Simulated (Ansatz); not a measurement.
One change: `[CH3][Sb]([NH2])[OH]` becomes `[NH2][SbH][OH]`.

Ansatz, PBE0-D4/def2-TZVP geometries, multiplicity 1. Each molecule was computed in one conformer, which needn't be the lowest.

Elements past krypton have def2 core potentials.

| property | `[CH3][Sb]([NH2])[OH]` |
| --- | --- |
| size of the dipole moment (ωB97M-V/def2-TZVPP) / D | 1.95 |
| size of the dipole moment (PBE/def2-TZVPP) / D | 1.77 |
| LUMO energy (B3LYP/def2-TZVPP) / eV | -0.56 |
| HOMO–LUMO gap (B3LYP/def2-TZVPP) / eV | 6.14 |
| HOMO energy (ωB97M-V/def2-TZVPP) / eV | -9.03 |
| HOMO–LUMO gap (ωB97M-V/def2-TZVPP) / eV | 10.34 |

What does the change do to each property? (Estimate.)

Ansatz gave: 
```csv
property,`[NH2][SbH][OH]`,shift
size of the dipole moment (ωB97M-V/def2-TZVPP) / D,2.24,0.29
size of the dipole moment (PBE/def2-TZVPP) / D,2.08,0.31
LUMO energy (B3LYP/def2-TZVPP) / eV,-0.86,-0.30
HOMO–LUMO gap (B3LYP/def2-TZVPP) / eV,6.10,-0.04
HOMO energy (ωB97M-V/def2-TZVPP) / eV,-9.32,-0.29
HOMO–LUMO gap (ωB97M-V/def2-TZVPP) / eV,10.38,0.04
```

The zero-point energy changes by -76.0 kJ/mol with -9 modes. Dipoles are sizes alone; their direction can turn.

B3LYP here is the variant with VWN-RPA as its local correlation; programs differ in this.

Spin–orbit coupling is left out; it splits and shifts lone-pair levels of the heavy atoms by tenths of an eV.
